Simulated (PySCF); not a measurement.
# Computed structure and properties of [La(HCN)]3+

System: [La(HCN)]3+ (singlet); start: template (C∞v). Method: PySCF 2.14.0, RKS PBE0, La def2-SVP with ECP46, N def2-SVP, C def2-SVP, H def2-SVP; non-relativistic Hamiltonian with scalar-relativistic core potentials where named; density fitting; no spin-orbit coupling.

Input of the relaxation:

```python
mol = gto.M(atom='''
La     0.00000     0.00000    -0.52397
N      0.00000     0.00000     2.09603
C      0.00000     0.00000     3.25603
H      0.00000     0.00000     4.32603''',
    basis={'La': 'def2-SVP', 'N': 'def2-SVP', 'C': 'def2-SVP', 'H': 'def2-SVP'},
    ecp={'La': 'def2-SVP'},
    charge=3, spin=0)
mf = dft.RKS(mol, xc='PBE0')
mf.grids.atom_grid = (50, 194)  # f atoms: unpruned, at least (60, 302)
mf = mf.density_fit()  # fitting sets: La def2-universal-JKFIT, N def2-universal-JKFIT, C def2-universal-JKFIT, H def2-universal-JKFIT
mf.conv_tol = 1e-08; mf.max_cycle = 55
mf.kernel(dm0)  # dm0: converged density of the start geometry
# quasi-Newton relaxation in Cartesian coordinates to a largest gradient under 0.00045 Eh/bohr, steps kept in the point group
```

Run from Python with OMP_NUM_THREADS=2; the lines above give its settings. Where DIIS fails, smearing, a level shift and second-order steps follow.
It took 6 s on 2 threads of Arm Neoverse V2, with other jobs on the host, from the converged density of the start.

Course of the relaxation:

| step | energy above end (eV) | largest force component within the symmetry (eV/Å) |
| --- | --- | --- |
| 0 | 0.2736 | 1.728 |
| 1 | 0.1093 | 1.306 |
| 2 | 0.0109 | 0.552 |
| 3 | 0.0012 | 0.201 |
| 4 | 0.0001 | 0.059 |
| 5 | 0.0000 | 0.087 |
| 6 | 0.0000 | 0.019 |

Relaxed geometry (C∞v):

```xyz
4

La    0.0000    0.0000   -0.3543
N     0.0000    0.0000    2.0231
C     0.0000    0.0000    3.1867
H     0.0000    0.0000    4.2986
```

| contact | Å |
| --- | --- |
| La1–N2 (HCN) | 2.377 |

On the finer grid (75, 302):

| Property | Result |
| --- | --- |
| HOMO | -26.21 eV |
| LUMO | -19.15 eV |
| Dipole about the centre of mass | 3.40 D |
| Set of Mulliken populations of La1 outside the core potential | s 2.05, p 6.03, d 0.34, f 0.04 |
| D3(BJ) dispersion energy (not in the energies) | -0.076 eV |

```csv
atom,Mulliken (e),Löwdin (e),spin (e)
La1,2.54,2.40,0.00
N2,-0.18,-0.06,0.00
C3,0.33,0.49,0.00
H4,0.31,0.18,0.00
```

On the grid (50, 194), as all that follows. Harmonic modes: a minimum; lowest 253 cm⁻¹ (negative: unstable), highest 3195 cm⁻¹, zero-point energy 0.494 eV.

Taking off one HCN (charge 0, singlet; the rest: singlet) in vacuum, both parts rigid, costs 4.96 eV; the small basis without counterpoise inflates it. Parting with an electron moved from the ligand to the metal can be far cheaper, even downhill.

Rigid scan of HCN along the line from its metal:

```json
{"distance to N2 (Å)": "2.08", "energy (eV)": "0.776"}
{"distance to N2 (Å)": "2.18", "energy (eV)": "0.301"}
{"distance to N2 (Å)": "2.28", "energy (eV)": "0.066"}
{"distance to N2 (Å)": "2.38", "energy (eV)": "0.000"}
{"distance to N2 (Å)": "2.48", "energy (eV)": "0.051"}
{"distance to N2 (Å)": "2.58", "energy (eV)": "0.179"}
{"distance to N2 (Å)": "2.78", "energy (eV)": "0.564"}
```

One start shape was tried, so this needn't be the lowest isomer.
